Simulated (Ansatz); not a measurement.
Wavefunction ladder for C$_{2}$H$_{8}$AlFSi (`CC[SiH](F)[AlH2]`)

Z-matrix (Å, degrees):
```
C
C 1 1.527
H 1 1.092 2 111.2
H 1 1.093 2 111.5 3 -120.2
H 1 1.093 2 111.2 3 119.7
Si 2 1.875 1 113.6 3 -59.6
H 2 1.097 1 110.7 3 179.9
H 2 1.096 1 110.4 3 63.0
Al 6 2.473 2 114.3 1 -179.6
F 6 1.618 2 107.8 1 57.4
H 6 1.497 2 107.6 1 -56.1
H 9 1.589 6 122.6 2 -122.4
H 9 1.592 6 118.7 2 57.7
```

Total charge 0; spin multiplicity 1. All single points use the PBE0-D4/def2-TZVP geometry. It is one conformer, not always the lowest. Frozen core, restricted reference, Ansatz 0.2.0. CBS rows extrapolate triple and quadruple zeta; past MP2 they add the triple-zeta difference.

```tsv
basis	HF (Eh)	MP2 corr.
def2-TZVPP	-710.82852	-0.80304
def2-QZVPP	-710.85335	-0.86509
```

Problem. Estimate the CCSD correlation energy and the (T) correction in each basis where they were run (hartree).

Solution. 
```csv
basis,CCSD corr.,(T)
def2-TZVPP,-0.85998,-0.02888
CBS(def2),-0.96798,as TZ
```
